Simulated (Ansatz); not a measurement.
A trace of molecular dynamics of a periodic cell of 38 atoms, H$_{9}$C$_{4}$O$_{6}$ (contents 1 C2H6 + 6 HCOOH, density as packed 0.98 g/cm³ with natural masses).

All numbers below come from DFT LDA, scalar-relativistic, plane waves, PAW (Ansatz). Settings: cutoff 420 eV, k mesh 1x1x1, fermi-dirac smearing 0.05 eV, no spin polarisation.

- ensemble: NVE (velocity Verlet)
- starting velocities drawn for: 1000 K
- seed: 217524

```tsv
time (fs)	T (K)	potential energy less start (eV)	conserved less start (meV/atom)
0.0	1000	0.000	0.00
6.5	905	0.454	-0.04
13.0	930	0.341	0.18
19.5	944	0.273	0.14
26.0	945	0.267	0.10
32.5	876	0.595	0.02
39.0	883	0.568	0.16
45.5	988	0.060	0.07
52.0	948	0.256	0.15
58.5	813	0.908	0.33
65.0	1005	-0.022	0.08
71.5	861	0.674	0.19
78.0	903	0.472	0.17
84.5	898	0.493	0.10
91.0	881	0.569	0.06
97.5	936	0.310	0.05
104.0	809	0.922	0.23
110.5	853	0.709	0.17
117.0	844	0.752	0.19
123.5	891	0.526	0.14
130.0	865	0.655	0.19
136.5	943	0.274	0.08
143.0	932	0.325	0.04
149.5	875	0.602	0.06
156.0	990	0.047	0.02
```

Problem. Is this trajectory sound?

Solution. The conserved energy stayed within 0.35 meV per atom of its start (net change 0.072 meV per atom), so the integration is sound. A run of 0.16 ps of so small a system gives no equilibrium averages. Limits of this set-up: coarse k mesh. The time step was 0.5 fs.

The run took 11 min on 1 thread of Arm Neoverse V1, with other jobs on the host, peak memory 0.44 GiB.
